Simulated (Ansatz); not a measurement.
Geometry optimisation, Ansatz 0.2.0, RKS PBE0-D4/def2-SVP.

input.yaml

```yaml
crystal:
  periodic: [false, false, false]
  atoms:
    - { symbol: C, position_ang: [-0.9267, -0.0845, 1.2939] }
    - { symbol: C, position_ang: [-0.1007, -0.983, 0.4621] }
    - { symbol: B, position_ang: [0.0767, -0.4418, -1.0391] }
    - { symbol: F, position_ang: [-0.3196, -1.1998, -2.1449] }
    - { symbol: Al, position_ang: [1.2289, 1.2528, -1.4161] }
    - { symbol: H, position_ang: [-1.9729, 0.0916, 0.8046] }
    - { symbol: H, position_ang: [-0.469, 0.9601, 1.3845] }
    - { symbol: H, position_ang: [-1.0789, -0.4438, 2.2929] }
    - { symbol: H, position_ang: [-0.5733, -1.9635, 0.4621] }
    - { symbol: H, position_ang: [0.8966, -1.0852, 0.9755] }
    - { symbol: H, position_ang: [1.8271, 2.0904, -0.1574] }
    - { symbol: H, position_ang: [1.4886, 1.7515, -2.8841] }
basis:
  gaussian: { orbitals: def2-SVP }
hamiltonian:
  xc: pbe0
  dispersion: d4
relax:
  f_tol: 0.015
  max_steps: 40
```

Launched with:

```bash
$ ansatz run input.yaml --threads 2 --pin off --max-ram 3072MiB --backend cpu --events-out ev --progress --plain --runs-dir out
```

Problem. Where does it end, and by what steps?

Solution. It converged. After 24 steps the energy has fallen by 0.483 eV; H12 moved furthest, 1.54 Å.

| step | energy less start (eV) | largest force component (eV/Å) | accepted |
| --- | --- | --- | --- |
| 0 | 0.0000 | 3.043 | yes |
| 1 | -0.2287 | 2.117 | yes |
| 2 | -0.2874 | 1.726 | yes |
| 3 | -0.3904 | 0.646 | yes |
| 4 | -0.4025 | 0.076 | yes |
| 5 | -0.4047 | 0.045 | yes |
| 6 | -0.4089 | 0.099 | yes |
| 7 | -0.4136 | 0.300 | yes |
| 8 | -0.4202 | 0.307 | yes |
| 9 | -0.4173 | 0.442 | no |
| 10 | -0.4327 | 0.158 | yes |
| 11 | -0.4399 | 0.157 | yes |
| 12 | -0.4476 | 0.228 | yes |
| 13 | -0.4481 | 0.468 | yes |
| 14 | -0.4577 | 0.347 | yes |
| 15 | -0.4589 | 0.330 | yes |
| 16 | -0.4730 | 0.256 | yes |
| 17 | -0.4777 | 0.085 | yes |
| 18 | -0.4795 | 0.079 | yes |
| 19 | -0.4795 | 0.323 | yes |
| 20 | -0.4818 | 0.078 | yes |
| 21 | -0.4823 | 0.037 | yes |
| 22 | -0.4826 | 0.018 | yes |
| 23 | -0.4826 | 0.024 | yes |
| 24 | -0.4827 | 0.014 | yes |

```xyz
12
Properties=species:S:1:pos:R:3
C -0.892 0.069 1.216
C -0.297 -1.079 0.412
B 0.531 -0.676 -0.862
F 0.929 -1.680 -1.653
Al 1.077 1.354 -1.381
H -1.613 0.651 0.618
H -0.110 0.768 1.563
H -1.426 -0.275 2.115
H -1.074 -1.804 0.100
H 0.398 -1.678 1.035
H 2.408 2.036 -0.812
H 0.147 2.259 -2.316
```

Time of the run: 40 s on 2 threads of Intel(R) Xeon(R) 6975P-C (Granite Rapids) (shared host), peak memory 0.26 GiB.
